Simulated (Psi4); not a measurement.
CH5Si, charge -1, singlet, geometry from GFN2-xTB (a gas-phase anion, which may not be bound at this level); MP2/aug-cc-pVDZ run with Psi4.

The Psi4 input:
```
memory 2 GB

molecule mol {
-1 1
  C    -0.019887   -0.099482   -1.266570
  Si    0.007913    0.007551    0.530102
  H    -0.911262    0.348468   -1.736809
  H     0.867750    0.327051   -1.763060
  H     0.036558    1.229113    1.474732
  H    -1.189434   -0.692313    1.119231
  H     1.204928   -0.721138    1.083900
}

set basis aug-cc-pvdz
set reference rhf
set freeze_core true
set mp2_type conv
set scf_type pk
set puream true
set d_convergence 1e-8

energy('mp2')
print_variables()
```

It wrote (shortened):

```
   => Loading Basis Set <=

    Name: AUG-CC-PVDZ
    Role: ORBITAL
    Keyword: BASIS

         ---------------------------------------------------------
                                   SCF
               by Justin Turney, Rob Parrish, Andy Simmonett
                          and Daniel G. A. Smith
                              RHF Reference
         ---------------------------------------------------------

  ==> Geometry <==

    Molecular point group: c1
    Full point group: C1

    Geometry (in Angstrom), charge = -1, multiplicity = 1:

       Center              X                  Y                   Z               Mass
    ------------   -----------------  -----------------  -----------------  -----------------
         C           -0.019694718486    -0.088652402507    -1.262375307791    12.000000000000
         SI           0.008105281514     0.018380597493     0.534296692209    27.976926534650
         H           -0.911069718486     0.359297597493    -1.732614307791     1.007825032230
         H            0.867942281514     0.337880597493    -1.758865307791     1.007825032230
         H            0.036750281514     1.239942597493     1.478926692209     1.007825032230
         H           -1.189241718486    -0.681483402507     1.123425692209     1.007825032230
         H            1.205120281514    -0.710308402507     1.088094692209     1.007825032230

  Running in c1 symmetry.

  Rotational constants: A =      2.29463  B =      0.41313  C =      0.39731 [cm^-1]
  Rotational constants: A =  68791.29387  B =  12385.29251  C =  11911.18455 [MHz]
  Nuclear repulsion =   56.372431107140414

  Charge       = -1
  Multiplicity = 1
  Electrons    = 26
  Nalpha       = 13
  Nbeta        = 13

  ==> Algorithm <==

  SCF Algorithm Type is PK.
  DIIS enabled.
  MOM disabled.
  Fractional occupation disabled.
  Guess Type is SAD.
  Energy threshold   = 1.00e-08
  Density threshold  = 1.00e-08
  Integral threshold = 1.00e-12

  ==> Primary Basis <==

  Basis Set: AUG-CC-PVDZ
    Blend: AUG-CC-PVDZ
    Number of shells: 45
    Number of basis functions: 95
    Number of Cartesian functions: 99
    Spherical Harmonics?: true
    Max angular momentum: 2

  ==> Integral Setup <==

  Using in-core PK algorithm.
   Calculation information:
      Number of atoms:                   7
      Number of AO shells:              45
      Number of primitives:            113
      Number of atomic orbitals:        99
      Number of basis functions:        95

[...]
  @RHF Final Energy:  -329.64224329740205
    Total Energy =                       -329.6422432974019898
  DIE_IF_NOT_CONVERGED          => (empty)
[...]
  WRITER_FILE_LABEL             => (empty)
  ZORA_BASIS_TOLERANCE          => (empty)
  ZORA_NR_DEBUG                 => (empty)
  ZORA_PRUNING_SCHEME           => (empty)
  ZORA_RADIAL_POINTS            => (empty)
  ZORA_SPHERICAL_POINTS         => (empty)

 ==============================================================================
 ==============================================================================
 ==============================================================================

                             MP2
                    Program Written by Ugur Bozkaya,
              Additional Contributions by J. P. Misiewicz

 ==============================================================================
 ==============================================================================
 ==============================================================================

	MO spaces per irreps...

	IRREP   FC    OCC   VIR  FV
	==============================
	   A     6     7    82    0
	==============================

	Cost of iabc is     48 MB
	Cost of abcd is    344 MB
	Switching to the incore algorithm for iabc..
	Switching to the incore algorithm for abcd..

	Computing MP2 energy using SCF MOs (Canonical MP2)...
	==============================================================================
	Nuclear Repulsion Energy (a.u.)    :    56.37243110714041
	SCF Energy (a.u.)                  :  -329.64224329740205
	REF Energy (a.u.)                  :  -329.64224329740205
	Alpha-Alpha Contribution (a.u.)    :    -0.02866383021186
	Alpha-Beta Contribution (a.u.)     :    -0.23011060449684
	Beta-Beta Contribution (a.u.)      :    -0.02866383021186
	Scaled_SS Correlation Energy (a.u.):    -0.01910922014124
	Scaled_OS Correlation Energy (a.u.):    -0.27613272539621
	SCS-MP2 Total Energy (a.u.)        :  -329.93748524293949
	SOS-MP2 Total Energy (a.u.)        :  -329.94138708324795
	SCSN-MP2 Total Energy (a.u.)       :  -329.74313997974775
	SCS-MP2-VDW Total Energy (a.u.)    :  -329.96544870136984
	SOS-PI-MP2 Total Energy (a.u.)     :  -329.96439814369762
	MP2 Correlation Energy (a.u.)      :    -0.28743826492056
	MP2 Total Energy (a.u.)            :  -329.92968156232263
	==============================================================================

  Variable Map:
  ----------------------------------------------------------------------------
[...]
  Array Variable Map:
  ----------------------------------------------------------------------------
[...]
[...]
```
